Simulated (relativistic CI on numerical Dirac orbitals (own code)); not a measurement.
**Sensitivity of the levels of Au²³⁺ to α and to the nuclear radius**

Method of calculation: Dirac-Coulomb-Breit CI, separate exchange-only KLI orbitals for each configuration, derivatives by finite differences, unscaled Slater integrals, QED left out (own radial code, finite nucleus).

Configuration list (outside the closed core [Ar] 3d10 4p6 4d10): 4s2 4f10, 4s2 4f9 5s, 4s2 4f8 5s2, 4s 4f11, 4f12. Levels of other configurations are missing.

With x = (α/α₀)² − 1 an excitation energy changes as ω = ω₀ + qx; K = 2q/ω₀ is the relative enhancement. Terms are leading LS components, so labels can repeat. The field-shift factor is F = δν/δ⟨r²⟩ for the transition from the lowest level.

Lowest level 4s2 4f10 5I_8.

```
        Level  ω₀ (cm⁻¹)  q (cm⁻¹)       K  F (GHz/fm²)
4s2 4f10 5I_7    26529.0     28590    2.16         1.69
4s2 4f10 3G_5    36778.6     716.1  0.0389        0.477
4s2 4f10 5I_6    38094.0     26060    1.37         1.73
4s2 4f10 3D_2    45480.8     -3298  -0.145         0.38
4s2 4f10 5I_5    52262.7     37730    1.44         2.45
4s2 4f10 5I_4    53963.2     29590     1.1         2.08
4s2 4f10 3K_8    55353.9     19640    0.71         1.64
4s2 4f10 5F_4    57343.6     17130   0.598         1.54
4s2 4f10 5G_6    63626.8     21430   0.674         1.84
4s2 4f10 5S_2    65624.2     26090   0.795         2.05
4s2 4f10 5F_3    68004.6     30350   0.893         2.29
4s2 4f10 5F_1    70961.0     28460   0.802         2.22
4s2 4f10 5G_4    71125.6     11990   0.337         1.45
```

At this charge energies of transitions that change n are usually good to better than 1 %, and those within a shell (Δn = 0) to a few per cent. Terms inside the open d or f shell come out 10 to 20 % too wide with unscaled integrals.
